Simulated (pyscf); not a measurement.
# Rearrangement: :C=CH–CH(F)–F (SMILES [C]=CC(F)F) [singlet] → C₃H₂F₂ (SMILES FC1(F)C=C1)

Gas phase, singlet surface, charge 0. Bonds broken: C2–H6. Bonds formed: C2–C4, C4–H6. Structures and frequencies: ωB97X-D3(BJ)/def2-SVP in PySCF. MP2 and CC: frozen core, UHF for open shells. ΔMP2 is the change of the MP2 total energy from the triple- to the quadruple-zeta basis.

Transition state (Å):

```xyz
7

F      1.4298     0.4891    -0.4983
C      0.1439     0.4462    -0.1038
F     -0.2312     1.6793     0.2829
C     -0.7495    -1.0923     0.3378
C     -0.7861    -0.3957    -0.7986
H      0.1490    -0.2350     0.9426
H     -1.2774    -0.4432    -1.7665
```

One imaginary mode, 564i cm⁻¹; descent along it reached the two sides named.

| bond | change | reactant side (Å) | saddle | product side |
|---|---|---|---|---|
| C2–H6 | breaks | 1.102 | 1.249 | 2.447 |
| C2–C4 | forms | 2.533 | 1.833 | 1.450 |
| C4–H6 | forms | 2.7 | 1.381 | 1.089 |

Electronic energies relative to the reactant's lowest minimum found (kcal/mol):

```
level                             barrier  reaction energy  reverse barrier
--------------------------------  -------  ---------------  ---------------
ωB97X-D3(BJ)/def2-TZVP               16.9            -37.6             54.5
PBE/def2-TZVP                         9.0            -42.7             51.7
r²SCAN/def2-TZVP                     11.3            -41.0             52.3
B3LYP-D3(BJ)/def2-TZVP               17.7            -35.3             53.0
PBE0-D3(BJ)/def2-TZVP                11.9            -42.4             54.3
M06-2X/def2-TZVP                     14.7            -40.6             55.3
ωB97M-D3(BJ)/def2-TZVP               16.8            -35.2             52.1
HF/def2-TZVP                         32.1            -23.2             55.3
MP2/def2-QZVPP                       12.6            -43.7             56.3
CCSD/def2-TZVPP                      20.3            -33.0             53.4
CCSD(T)/def2-TZVPP                   17.6            -34.4             52.0
CCSD(T)/def2-TZVPP + ΔMP2(QZVPP)     17.2            -35.3             52.5
```

With CCSD(T)/def2-TZVPP + ΔMP2(QZVPP) energies and thermal terms (ideal gas, 1 atm, RRHO with modes under 100 cm⁻¹ raised to 100, one conformer, R ln 2 for chiral ones without a mode under 150 cm⁻¹), in kcal/mol:

```csv
T (K),ΔH‡,ΔG‡,ΔH,ΔG
298,15.5,17.0,-34.8,-32.8
600,14.8,18.9,-35.0,-30.7
900,14.3,21.1,-35.0,-28.6
1200,13.9,23.4,-35.1,-26.4
```

:C=CH–CH(F)–F [singlet] lies 42.1 kcal/mol over its isomer HC≡C–CH(F)–F (electronic energy, ωB97M-D3(BJ)/def2-TZVP). cyclic C₃H₂F₂ (SMILES FC1(F)C=C1) lies 6.9 kcal/mol over its isomer HC≡C–CH(F)–F (electronic energy, ωB97M-D3(BJ)/def2-TZVP). This is the saddle that the search found; another between the same sides may lie lower. The CCSD(T) − MP2 part came from Ansatz, without density fitting, on the same reference.
